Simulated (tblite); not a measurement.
Compound: C6H6NO2 (doublet state).
SMILES with atom numbers: `[CH2:1]=[C:2]1[C:3]([CH:4]=[O:5])[C@@H:6]1[NH:7][CH:8]=[O:9]` (hydrogens: H10, H11 on C1; H12 on C4; H13 on C6; H14 on N7; H15 on C8)

A start from a force field or distance geometry was refined with tblite, GFN2-xTB geometry optimisation, gas phase. Values at the start:

| coordinate | start |
| --- | --- |
| C1=C2 | 1.302 Å |
| C1–H10 | 1.096 Å |
| C1–H11 | 1.083 Å |
| C2–C3 | 1.399 Å |
| C2–C6 | 1.399 Å |
| C3–C4 | 1.486 Å |
| C3–C6 | 1.487 Å |
| C4=O5 | 1.212 Å |
| C4–H12 | 1.104 Å |
| C6–N7 | 1.431 Å |
| C6–H13 | 1.091 Å |
| N7–C8 | 1.371 Å |
| N7–H14 | 1.016 Å |
| C8=O9 | 1.230 Å |
| C8–H15 | 1.100 Å |
| C1–C2–C3 | 147.6° |
| C1–C2–C6 | 148.2° |
| C2–C3–C4 | 120.4° |
| C2–C3–C6 | 57.9° |
| C2–C6–C3 | 57.9° |
| C2–C6–N7 | 118.5° |
| C3–C2–C6 | 64.2° |
| C4–C3–C6 | 127.1° |
| C1–C2–C3–C4 | -63° |
| C2–C3–C4–O5 | -65° |
| C2–C3–C6–N7 | 107° |
| C3–C6–N7–C8 | 173° |

Q: How do these coordinates change at the GFN2-xTB level?

A: 
| coordinate | GFN2-xTB (Å or °) | change |
| --- | --- | --- |
| C2–C6 | 1.521 | +0.122 |
| C3–C4 | 1.415 | -0.071 |
| C8=O9 | 1.203 | -0.027 |
| C1=C2 | 1.328 | +0.026 |
| C2–C3 | 1.380 | -0.019 |
| N7–C8 | 1.352 | -0.019 |
| C1–H10 | 1.078 | -0.018 |
| C3–C6 | 1.475 | -0.012 |
| C6–N7 | 1.423 | -0.008 |
| N7–H14 | 1.009 | -0.007 |
| C4=O5 | 1.219 | +0.007 |
| C1–H11 | 1.077 | -0.006 |
| C8–H15 | 1.104 | +0.004 |
| C6–H13 | 1.087 | -0.004 |
| C4–H12 | 1.108 | +0.004 |
| C2–C3–C4 | 146.4 | +26.0 |
| C4–C3–C6 | 142.7 | +15.6 |
| C2–C3–C6 | 64.3 | +6.4 |
| C1–C2–C3 | 153.8 | +6.2 |
| C2–C6–N7 | 123.6 | +5.1 |
| C3–C2–C6 | 60.9 | -3.3 |
| C2–C6–C3 | 54.8 | -3.1 |
| C1–C2–C6 | 145.3 | -2.9 |
| C2–C3–C4–O5 | -144 | -79 |
| C1–C2–C3–C4 | -31 | +32 |
| C3–C6–N7–C8 | 168 | -5 |
| C2–C3–C6–N7 | 112 | +5 |

The energy falls by 0.660 eV over 89 L-BFGS steps, the largest force on an atom goes from 3.29 to 0.009 eV/Å, and the atoms move by 0.451 Å rms after alignment. The bond that changes most is C2–C6 (ends: carbon bonded to 3 C; carbon bonded to 2 C, N and H), which lengthens by 0.122 Å. Bonds longer at the end by more than 0.005 Å: 3 of 15; shorter: 9. Among the dihedrals that turn most is C2–C3–C4–H12, from 118° to 38°. Rotational constants go from 2586, 1215, 933.1 to 2216, 1141, 801.0 MHz.

Its GFN2-xTB frequencies are all real (lowest 40 cm⁻¹). 3 starts were optimised and ended at 0.00, 0.00 and 0.60 kcal/mol (GFN2-xTB); the lowest of these is shown.

One conformer stands for the species.

All values are computed, not measured.
